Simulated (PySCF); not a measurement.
SnCl3, SMILES [Cl][Sn]([Cl])[Cl], multiplicity 2.

Coordinates come from a PBE-D3(BJ)/def2-SVP optimisation. The spin state was assumed, not searched. The isomer is the one that the SMILES or the coordinates give; other isomers of the formula were not compared. The def2 effective core potentials stand for the cores of Sn; spin–orbit coupling is left out.

Computed with PySCF 2.14.0 with PBE-D3(BJ)/def2-SVP.

Frequencies are harmonic and unscaled.

Modes within 1.5 cm⁻¹ of each other (mostly degenerate sets) share a row, with their intensities summed.

```tsv
mode	ν (cm⁻¹)	IR (km/mol)	moving atoms (share of kinetic energy)
1–2	91	4.0	Cl 88 %, Sn 12 %
3	103	4.6	Cl 65 %, Sn 35 %
4	316	7.5	Cl 88 %, Sn 12 %
5–6	345	97.3	Cl 71 %, Sn 29 %
```
